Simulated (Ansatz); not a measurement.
# A ladder of methods for SiH2O2F (SMILES O[Si](O)F)

SiH2O2F has 6 atoms, charge 0, and is taken as a doublet. SMILES: `O[Si](O)F`. Geometry: optimised at wB97X-V/def2-SVP. This is one conformer, not always the lowest.

```xyz
6

O    -0.9046    1.0434   -0.6290
Si    0.3900    0.0344   -0.4488
O     0.3501   -0.5667    1.0983
F     0.1651   -1.1542   -1.5328
H    -1.0589    1.6785    0.0800
H     1.1004   -1.0995    1.3862
```

Each level gives the dissociation energy of the O3–Si2 bond into doublet OH and singlet SiHOF (shapes relaxed at wB97X-V/def2-SVP, no zero-point term) (eV). The values are calculated.

```json
{"level": "UHF/def2-TZVP", "kind": "Hartree–Fock", "program": "Ansatz", "value (eV)": "2.98", "CPU time (all runs)": "1.1 s"}
{"level": "USVWN5/def2-TZVP", "kind": "LDA", "program": "Ansatz", "value (eV)": "4.35", "CPU time (all runs)": "1 s"}
{"level": "UPBE/def2-TZVP", "kind": "GGA", "program": "Ansatz", "value (eV)": "3.67", "CPU time (all runs)": "1.9 s"}
{"level": "U-r2SCAN/def2-TZVP", "kind": "meta-GGA", "program": "Ansatz", "value (eV)": "3.83", "CPU time (all runs)": "3.6 s"}
{"level": "UPBE0-D4/def2-TZVP", "kind": "global hybrid", "program": "Ansatz", "value (eV)": "3.69", "CPU time (all runs)": "2.5 s"}
{"level": "U-wB97M-V/def2-TZVP", "kind": "range-separated hybrid", "program": "Ansatz", "value (eV)": "3.45", "CPU time (all runs)": "7.5 s"}
{"level": "UB2PLYP/def2-TZVP", "kind": "double hybrid", "program": "Ansatz", "value (eV)": "3.58", "CPU time (all runs)": "3.8 s"}
{"level": "RPA@PBE/def2-TZVP", "kind": "RPA", "program": "Ansatz", "value (eV)": "3.20", "CPU time (all runs)": "4 s"}
{"level": "UMP2/def2-TZVP", "kind": "perturbation theory", "program": "Ansatz", "value (eV)": "3.95", "CPU time (all runs)": "1.7 s"}
```

The values span 2.98 to 4.35 eV. Hartree–Fock misses the correlation of the electron pair that is broken and comes out low. A fragment with an even electron count was run as a singlet and may have a lower triplet. Measured bond enthalpies also hold zero-point and thermal terms, a few tenths of an eV less. CPU times are rough (shared hosts, several kinds of processor): they show what a rung costs within a factor of a few.
